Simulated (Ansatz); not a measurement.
Program: Ansatz. Geometries: PBE0-D4/def2-TZVP. ΔE: electronic, gas phase. CCSD(T)/CBS is the MP2 limit (def2-TZVPP, def2-QZVPP) plus CCSD(T) − MP2 in def2-TZVPP, frozen cores. Functionals use def2-TZVPP. For Ge outer-core shells are correlated without core-valence functions, which leaves a few kJ/mol of doubt a bond. Scalar relativity is left out up to krypton. One conformer a species, not always the lowest.

Reaction (cleavage of the Ge–Si bond): `B[SiH]([GeH3])C#N` + `OC(F)F` → `FC(F)[O][GeH3]` + `B[SiH2]C#N`

Is it downhill or uphill in electronic energy at CCSD(T)/CBS, and by how much? (An estimate is asked.)

Computed: Nearly level: ΔE = -0.2 kcal/mol.

What do these levels give: B97M-V, PBE0-D4, HF/def2-SVP, MP2/def2-TZVPP, SCS-MP2/def2-TZVPP, CCSD/def2-TZVPP? (Best estimate.)

Computed: B97M-V -0.6, PBE0-D4 3.2, HF/def2-SVP -5.9, MP2/def2-TZVPP -1.2, SCS-MP2/def2-TZVPP -3.2, CCSD/def2-TZVPP -1.6 kcal/mol.

What do rigid-rotor, harmonic-oscillator terms from PBE0-D4/def2-TZVP frequencies (298.15 K, 1 bar) make of the CCSD(T)/CBS value? (An estimate is asked.)

The calculation gave: ΔZPE = -1.7 kcal/mol, ΔH = -2.1 kcal/mol, ΔS = -2 J/(mol·K), ΔG = -2.0 kcal/mol.

Largest T1 diagnostic among the species: 0.014.

Leaving LDA and LC-ωPBE aside and taking each functional with its dispersion term where it has one, the values, not all of them listed here, spread over 6.2 kcal/mol, from CAM-B3LYP-D4 to PBE-D4. LDA lies +0.9 kcal/mol from PBE without D4. At CCSD(T), def2-SVP lies −2.0 kcal/mol from the extrapolated value and def2-TZVPP −0.7 kcal/mol.
